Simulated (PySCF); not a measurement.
Geometry:
```
atom   x (Å)   y (Å)   z (Å)
  F1  -1.177   1.581   0.699
  C2  -1.476   0.422   1.386
 Ge3  -1.315  -1.118   0.155
 Ge4   0.911  -1.063  -0.805
 Ge5   1.748   1.212  -0.816
  H6  -2.498   0.503   1.794
  H7  -0.776   0.316   2.232
  H8  -1.581  -2.412   0.954
  H9  -2.388  -0.980  -0.942
 H10   1.854  -1.963   0.020
 H11   0.880  -1.616  -2.244
 H12   3.173   1.241  -1.405
 H13   0.841   2.108  -1.675
 H14   1.804   1.760   0.620
```

Geometry: PBE0-D3(BJ)/def2-SVP; GIAO shifts from PySCF, gas phase, non-relativistic, averaged over equivalent atoms.

At WP04/pcSseg-1 (202 basis functions, 39 s wall time on 1 thread of an Arm Neoverse V1, shared host):
```tsv
atoms	δ (ppm)
F1	-268.1
C2	81.5
Ge3	-187.8
Ge5	-266.3
Ge4	-280.2
H6/H7	4.70
H8/H9	3.64
H12/H13/H14	3.27
H10/H11	3.14
```

Shifts are taken against calculated references (same method and geometry level): CFCl3 for ¹⁹F (176.96 ppm); ¹³C (172.44 ppm), ¹H (31.56 ppm) against TMS; ⁷³Ge (1276.28 ppm) against GeMe4.

What do these become at PBE0/pcSseg-1?

Results:


```tsv
atoms	δ at PBE0/pcSseg-1	change
F1	-282.1	-14.0
C2	77.3	-4.2
Ge3	-224.0	-36.2
Ge5	-313.6	-47.3
Ge4	-348.8	-68.6
H6/H7	4.93	+0.23
H8/H9	4.11	+0.47
H12/H13/H14	3.70	+0.43
H10/H11	3.57	+0.43
```

Chemical shifts δ = σref − σ; CFCl3 for ¹⁹F (σ = 177.25 ppm); TMS for ¹³C (σ = 184.41 ppm) and ¹H (σ = 31.27 ppm); ⁷³Ge (σ = 1330.28 ppm) against GeMe4, all at this level.

The largest change is at Ge4 (germanium bonded to 2 Ge, 2 H). Cost: 202 basis functions, 40 s wall time on 1 thread of an Arm Neoverse V1, shared host.

Relativistic effects, spin–orbit coupling among them, are left out; they matter for Ge and for the light atoms bonded to it. Unscaled 19F shifts against computed CFCl3 carry errors that often reach 10 to 50 ppm.
